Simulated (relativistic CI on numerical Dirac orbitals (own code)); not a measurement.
Au³⁺: resonant inelastic scattering at the N6,7 edge

Computed with this model: Dirac-Coulomb-Breit CI, KLI orbitals optimised for each configuration, model QED (radiative potential, 1s self-energy scaled to tabulated hydrogen-like ionisation energies), Kramers-Heisenberg scattering through one core-hole configuration in a parametric crystal field, unscaled Slater integrals; configurations [Xe] 4f14 5d8 → [Xe] 4f13 5d9; 300 K; core-hole width 0.3 eV; summed over polarisations. Incident energies are the highest absorption maxima for each field (at most a few, so the weaker spin-orbit partner edge can be absent), on the computed scale of the free ion. Intensities are in per cent of the strongest line above 0.02 eV; levels within 1 cm⁻¹ are merged; final levels count from the ground level, the first row holds all elastic scattering, lines under 0.4 are left out and each table stops after 24 rows. The scale of the Slater integrals is a model choice and moves the terms in proportion.

Field parameters in Wybourne normalisation: D3d B²₀ = −7Dσ, B⁴₀ = −14Dq − 21Dτ, B⁴₃ = −14√(10/7) Dq. The field is a parameter set, without covalency.

S is read from ⟨S²⟩ = S(S + 1).

D3d, 10Dq = 38850, Dσ = -1200, Dτ = 80 cm⁻¹:

| Final level (eV) | Degeneracy | Irrep | S | 84.1 eV | 87.7 eV |
| --- | --- | --- | --- | --- | --- |
| 0.000 | 1 | A1 | 1.00 | 442.8 | 133.2 |
| 0.005 | 2 | E | 0.99 | 67.1 | 33.9 |
| 1.755 | 2 | E | 0.13 | 14.9 | 2.0 |
| 3.346 | 1 | A1 | 0.18 | 0.6 | 0.1 |
| 4.626 | 2 | E | 0.98 | 45.4 | 5.2 |
| 4.641 | 2 | E | 0.98 | 43.9 | 6.9 |
| 4.706 | 1 | A2 | 0.98 | 17.7 | 4.5 |
| 4.989 | 1 | A1 | 0.96 | 42.8 | 21.7 |
| 5.099 | 2 | E | 0.95 | 100.0 | 37.7 |
| 5.423 | 1 | A2 | 1.00 | 6.0 | 40.2 |
| 6.218 | 2 | E | 0.90 | 6.8 | 18.1 |
| 6.356 | 1 | A1 | 0.93 | 4.3 | 8.6 |
| 6.391 | 2 | E | 0.96 | 4.8 | 4.6 |
| 6.506 | 1 | A2 | 0.98 | 2.5 | 3.2 |
| 6.575 | 1 | A1 | 0.93 | 1.1 | 2.3 |
| 6.610 | 2 | E | 0.92 | 2.1 | 5.7 |
| 6.898 | 2 | E | 0.42 | 10.3 | 16.4 |
| 7.112 | 1 | A1 | 0.30 | 6.0 | 10.6 |
| 7.519 | 2 | E | 0.18 | 3.8 | 5.8 |
| 7.628 | 1 | A2 | 0.14 | 1.8 | 3.1 |

D3d, 10Dq = 38850, Dσ = -860, Dτ = 80 cm⁻¹:

| Final level (eV) | Degeneracy | Irrep | S | 84.1 eV | 87.7 eV |
| --- | --- | --- | --- | --- | --- |
| 0.000 | 1 | A1 | 0.99 | 447.7 | 135.5 |
| 0.004 | 2 | E | 0.99 | 64.8 | 32.9 |
| 1.755 | 2 | E | 0.13 | 15.2 | 2.0 |
| 3.347 | 1 | A1 | 0.18 | 0.6 | 0.1 |
| 4.628 | 2 | E | 0.98 | 45.8 | 4.6 |
| 4.649 | 2 | E | 0.98 | 43.8 | 6.7 |
| 4.699 | 1 | A2 | 0.98 | 18.8 | 3.9 |
| 5.012 | 1 | A1 | 0.96 | 44.2 | 21.7 |
| 5.078 | 2 | E | 0.95 | 100.0 | 39.5 |
| 5.411 | 1 | A2 | 1.00 | 5.4 | 41.1 |
| 6.233 | 2 | E | 0.91 | 6.9 | 19.2 |
| 6.325 | 1 | A1 | 0.93 | 4.3 | 9.5 |
| 6.394 | 2 | E | 0.97 | 4.7 | 4.3 |
| 6.474 | 1 | A2 | 0.98 | 2.5 | 2.7 |
| 6.556 | 1 | A1 | 0.93 | 0.5 | 1.2 |
| 6.594 | 2 | E | 0.94 | 1.4 | 5.1 |
| 6.925 | 2 | E | 0.39 | 11.2 | 17.5 |
| 7.061 | 1 | A1 | 0.31 | 6.1 | 10.3 |
| 7.503 | 2 | E | 0.17 | 3.6 | 5.4 |
| 7.584 | 1 | A2 | 0.14 | 1.8 | 2.9 |

For the first field the strongest loss at the lowest incident energy is the level at 5.10 eV (S = 0.95, against 0.99 in the thermal ground state). Levels of other spin, the first over 8 % at 1.75 eV, appear because spin-orbit coupling of the core hole, and in heavier ions of the valence shell too, mixes spins.
